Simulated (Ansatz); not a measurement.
The cluster GeSb5⁻. Total charge -1; singlet. Geometry PBE-D4/def2-SVPD, basis def2-TZVPD, Ansatz.

```tsv
atom	x (Å)	y (Å)	z (Å)
Sb1	-0.333	1.690	-1.782
Sb2	1.548	-0.354	0.360
Sb3	-0.307	-0.818	2.425
Sb4	-1.612	-1.862	0.260
Sb5	0.841	2.360	0.595
Ge6	-0.136	-1.017	-1.857
```

```csv
run,HOMO (eV),LUMO (eV)
A,-2.22,1.09
B,-1.73,0.53
C,-1.86,0.48
D,-1.24,0.06
```

In the def2 sets Sb takes a core potential; there is no spin–orbit coupling. Another isomer (singlet) lies 0.75 eV lower at PBE0-D4/def2-TZVPD; other spin states weren't run for this one.

Question: The runs used BHLYP, PBE0, r2SCAN, r2SCAN0. Estimate which is which.

Answer: A BHLYP (50 % exact exchange); B PBE0 (25 % exact exchange); C r2SCAN0 (25 % exact exchange); D r2SCAN (0 % exact exchange). Exact exchange lowers occupied and raises empty levels; among semilocal functionals meta-GGAs tend to open the gap a little, and such runs are hard to tell apart. The gap grows from 1.30 eV (r2SCAN) to 3.32 eV (BHLYP).
